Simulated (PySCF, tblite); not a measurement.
One entry of a table of gas-phase calculations, keyed by method. Lists by class give the value and the number of equivalent atoms.

```json
{
 "formula": "C5H10O2S",
 "smiles": "CS(=O)(=O)C1CCC1",
 "inchi": "InChI=1S/C5H10O2S/c1-8(6,7)5-3-2-4-5/h5H,2-4H2,1H3",
 "charge": 0,
 "multiplicity": 1,
 "geometry_level": "GFN2-xTB",
 "atoms_angstrom": [
  ["C", 2.454, 0.387, -0.577],
  ["S", 1.112, -0.807, -0.273],
  ["O", 1.627, -1.855, 0.565],
  ["O", 0.551, -1.186, -1.541],
  ["C", -0.12, 0.144, 0.675],
  ["C", -1.345, -0.738, 0.908],
  ["C", -2.064, 0.006, -0.229],
  ["C", -0.933, 1.047, -0.246],
  ["H", 2.907, 0.631, 0.375],
  ["H", 3.176, -0.087, -1.231],
  ["H", 2.032, 1.262, -1.053],
  ["H", 0.4, 0.565, 1.53],
  ["H", -1.803, -0.599, 1.886],
  ["H", -1.159, -1.797, 0.745],
  ["H", -3.056, 0.385, 0.006],
  ["H", -2.101, -0.575, -1.147],
  ["H", -0.482, 1.222, -1.22],
  ["H", -1.204, 1.999, 0.208]
 ],
 "electronic_structure_code": "PySCF",
 "results": {
  "GFN2-xTB geometry": {
   "point_group": "C1",
   "rotational_constants_GHz": [3.133, 1.427, 1.31]
  },
  "PBE0/def2-SVPD ground state and vertical TDDFT (core frozen in the response)": {
   "dipole_D": 4.62,
   "homo_eV": -8.11,
   "lumo_eV": 0.25,
   "S1_eV": 7.29,
   "strongest_line_of_6_singlets_eV": 7.72,
   "T1_tda_eV": 7.14,
   "polarisability_au": 82.4,
   "r2_bohr2_about_centre_of_nuclear_charge": 1060.0,
   "singlets_eV_and_f": [
    [7.29, 0.006],
    [7.72, 0.081],
    [7.81, 0.006],
    [7.96, 0.036],
    [8.09, 0.007],
    [8.15, 0.011]
   ],
   "triplets_tda_eV": [7.14, 7.24]
  },
  "PBE0/pcSseg-1 ground state and GIAO shieldings, non-relativistic": {
   "shift_vs_computed_TMS_C_by_class_ppm": [
    [62.4, 1],
    [42.5, 1],
    [22.1, 2],
    [19.8, 1]
   ],
   "shift_vs_computed_TMS_H_by_class_ppm": [
    [3.04, 1],
    [2.63, 1],
    [2.43, 3],
    [2.41, 2],
    [2.39, 2],
    [1.96, 1]
   ],
   "shielding_other_nuclei_by_class_ppm": [
    ["O", 143.6, 2],
    ["S", 192.9, 1]
   ],
   "charges_hirshfeld_e_by_atom": [-0.12, 0.52, -0.33, -0.31, -0.04, -0.07, -0.07, -0.08, 0.06, 0.07, 0.06, 0.05, 0.05, 0.04, 0.04, 0.04, 0.04, 0.05]
  },
  "GFN2-xTB harmonic vibrations, gas phase": {
   "strongest_ir_bands_cm-1_km_per_mol_modes": [
    [443.4, 85.9, 1],
    [462.1, 60.3, 1],
    [704.3, 173.3, 1],
    [841.4, 102.9, 1],
    [1115.5, 291.2, 1],
    [1255.2, 440.5, 1]
   ],
   "zpe_kcal_per_mol": 91.2
  }
 }
}
```

The dipole equals about 15.4 × 10⁻³⁰ C·m (1 D = 3.33564 × 10⁻³⁰ C·m). The principal polarisabilities are 73.3, 79.7 and 94.2 au; their mean is the isotropic value.

One conformer (not necessarily the lowest) at the GFN2-xTB geometry, without solvent or vibrations. NMR classes are plain means over equivalent atoms (diastereotopic ones count apart unless rotation or inversion swaps them), as if these changed places fast; in this geometry the members of some classes differ.

For the NMR shielding job (PBE0/pcSseg-1), time: 29 s wall. Hardware: an x86-64 server with one thread, no GPU (shared host).

Conformer computed: `[CH3:1][S:2](=[O:3])(=[O:4])[CH:5]1[CH2:6][CH2:7][CH2:8]1`: C1–S2–C5–C6 176°.
